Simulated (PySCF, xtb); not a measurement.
diarsenic (As₂), SMILES [As]#[As].

GFN2-xTB run with xtb 6.7.1 at its own geometry gives an orbital gap of 2.73 eV and a dipole moment of 0.00 D.

Coordinates come from a PBE-D3(BJ)/def2-TZVP optimisation.

**Question.** What does PBE/def2-TZVPD (PySCF) give? (Estimate from the structure and the level; the computed values follow.)

**Answer.** gap 3.07 eV (levels -6.50 and -3.43 eV), dipole 0.00 D.
